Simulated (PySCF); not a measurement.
## Ca+ (calcium, charge +1): UHF calculation

Configuration: [Ar] 4s1, 2S determinant. Computed with PySCF 2.14 in 6-31G*, with no relativity, point nucleus.

```json
{"Total energy": "-676.519479 hartree", "One-electron energy": "-921.4946 hartree", "Hartree (Coulomb) energy": "280.0748 hartree", "Exchange energy": "-35.0997 hartree", "Kinetic energy": "676.38692 hartree", "⟨S²⟩": "0.7502", "⟨L²⟩": "0.000", "Sum of ⟨r⟩": "16.55 bohr", "Sum of ⟨r²⟩": "31.46 bohr²", "Density at the nucleus (Gaussians lack the cusp)": "5000 bohr⁻³", "Spin density at the nucleus": "1.58 bohr⁻³", "Langevin diamagnetic susceptibility": "-24.9 ×10⁻⁶ cm³/mol", "Time after the integrals": "0.08 s of wall time on 1 thread of Intel(R) Xeon(R) Platinum 8375C CPU @ 2.90GHz (shared host)"}
```

```
shell  electrons  mean orbital energy (eV)  rms radius, mean of both spins (bohr)
 1s α          1                   -4070.9                                 0.0896
 1s β          1                   -4070.8                                 0.0896
 2s α          1                   -464.64                                  0.395
 2s β          1                   -464.53                                  0.395
 2p α          3                   -377.74                                  0.363
 2p β          3                   -377.70                                  0.363
 3s α          1                   -67.876                                   1.24
 3s β          1                   -67.602                                   1.24
 3p α          3                   -43.209                                   1.38
 3p β          3                   -43.094                                   1.38
 4s α          1                   -11.325                                   3.98
```
